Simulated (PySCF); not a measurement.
Vertical excitations of a molecule C₅H₅Cl from TDDFT-ωB97X/def2-SVPD in PySCF, as energy in eV (oscillator strength): 5.31 (0.000), 5.42 (0.364), 6.21 (0.000), 6.97 (0.002), 7.08 (0.000), 7.14 (0.192), 7.16 (0.001), 7.71 (0.014), 7.75 (0.036), 8.32 (0.367). Lowest triplet (TDA): 3.32 eV. Coordinates come from a PBE0-D3(BJ)/def2-SVP optimisation. Other conformers were not sampled.

### Question
Which structure fits?
A. CC#C/C=C\Cl
B. C#C/C(Cl)=C\C
C. ClC1=CCC=C1
D. C=CC=C=CCl

### Answer
A, CC#C/C=C\Cl
